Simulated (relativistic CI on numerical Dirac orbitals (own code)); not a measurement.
**Radial parameters of Pb¹⁹⁺**

Calculated at this level of theory: Dirac-Coulomb-Breit CI, KLI orbitals optimised for each configuration, a model potential for QED, unscaled Slater integrals (own radial code, finite nucleus).

Slater integrals F^k, G^k are unscaled and averaged over j, outside the closed core [Kr] 4d10; ζ comes from projecting the Hamiltonian with its Breit term on Σ l·s of the shell.

- 4f14.5s2.5p: ζ(5p) = 163820 cm⁻¹; <r>(5p) = 0.8494, <r^2>(5p) = 0.8053 (bohr units).
- 4f14.5s.5p2: F^2(5p,5p) = 125290, G^1(5s,5p) = 162040, ζ(5p) = 163140 cm⁻¹; <r>(5s) = 0.7831, <r^2>(5s) = 0.6825, <r>(5p) = 0.8488, <r^2>(5p) = 0.8042 (bohr units).
- 4f14.5s2.5d: ζ(5d) = 17281 cm⁻¹; <r>(5d) = 0.9475, <r^2>(5d) = 1.006 (bohr units).

In this model ζ of a weakly bound d, f or g electron outside closed shells comes out too small, for d by up to a factor of two or three and at times with the wrong sign; that of an outer p electron is too small as well.

Averages of the first 10 configurations, taken without configuration mixing, which lowers the lowest level and can move excited configurations by several eV; other configurations of the list can lie among them:

| Configuration | Parity | States | Average energy above the lowest level (eV) |
| --- | --- | --- | --- |
| 4f14.5s2.5p | odd | 6 | 21.6 |
| 4f14.5s.5p2 | even | 30 | 87.6 |
| 4f14.5s2.5d | even | 10 | 111.9 |
| 4f13.5s2.5p2 | odd | 210 | 116.1 |
| 4f14.5s.5p.5d | odd | 120 | 175.7 |
| 4f14.5s2.5f | odd | 14 | 201.5 |
| 4f14.5s.5p.5f | even | 168 | 265.6 |
| 4f14.5s2.5g | even | 18 | 270.7 |
| 4f14.5s2.6s | even | 2 | 190.8 |
| 4f14.5p2.5d | even | 150 | 245.0 |
